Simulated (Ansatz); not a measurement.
`FCC(F)(F)CF` → `F[C]F` + `FCCF` at 700 K and 1 bar (formal loss of a carbene).

Isolated molecules relaxed with PBE0-D4/def2-TZVP in Ansatz; ΔE leaves out vibrations. CCSD(T)/CBS is the MP2 limit (def2-TZVPP, def2-QZVPP) plus CCSD(T) − MP2 in def2-TZVPP, frozen cores. This one scheme is used for every species. One conformer a species, not always the lowest.

| species | CCSD(T)/CBS energy (Eh) | H − E (kJ/mol) | S (J/(mol·K)) |
| --- | --- | --- | --- |
| `FCC(F)(F)CF` | -515.71733 | 274.0 | 461.5 |
| `F[C]F` | -237.54028 | 47.1 | 278.6 |
| `FCCF` | -278.07852 | 211.1 | 352.9 |

H − E and S are ideal-gas, rigid-rotor, harmonic terms from PBE0-D4/def2-TZVP, for one conformer and one mirror image of each species. 1 Eh = 2625.50 kJ/mol, R = 8.31446 J/(mol·K).

Problem. By hand: ΔE, ΔH, ΔS and ΔG.

Solution. ΔE = (-237.54028) + (-278.07852) − (-515.71733) = 0.09853 Eh = 258.7 kJ/mol. Δ(H − E) = 47.1 + 211.1 − 274.0 = -15.8, so ΔH = 242.9 kJ/mol. ΔS = 278.6 + 352.9 − 461.5 = 170.0 J/(mol·K). ΔG = 242.9 − 700 × (170.0)/1000 = 123.9 kJ/mol.

Problem. By hand: the equilibrium constant, and the temperature at which ΔG would vanish if ΔH and ΔS stayed fixed.

Solution. log₁₀ K = −ΔG/(RT ln 10) = -9.2. ΔG = 0 at ΔH/ΔS = 1429 K.

The number of gas molecules changes by +1, which sets the sign of ΔS. A doubt of 5 kJ/mol in ΔE shifts log₁₀ K by 0.4 here. Other conformers and mirror images would add mixing entropy, several J/(mol·K) or more a flexible species. These are equilibria of isolated gas molecules and say nothing of rates. Largest T1 diagnostic: 0.017 (customary marks: 0.02 for closed shells, 0.045 for open ones).
